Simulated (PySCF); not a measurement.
# Removal energies of Nd⁵⁰⁺ from EOM-IP-GCCSD

Reference: closed-shell Nd⁵⁰⁺, [Ne]; one electron is removed. Calculated with PySCF 2.14, two-component X2C-1e with screened spin-orbit coupling, an uncontracted even-tempered set (17 s from 7.1 bohr⁻², ratio 2.6; 13 p from 9.3 bohr⁻², ratio 2.6; 6 d from 9.5 bohr⁻², ratio 2.8; 3 f from 210 bohr⁻², ratio 2.8); frozen 1s2; the 48 highest virtual spinors dropped; of the others 44 kept and the rest restored at second order. No Breit or QED terms. Binding energies in eV.

```tsv
level	Koopmans	second order	EOM-CCSD
2s1/2	10648.4	10645.2	10645.3
2p1/2	10298.1	10295.7	10295.8
2p3/2	9754.0	9752.1	9752.2
```

For comparison, the ionisation energy of Nd⁵⁰⁺ is 9742 ± 4 eV (theoretical estimate listed by NIST; NIST Atomic Spectra Database, ionization energies).
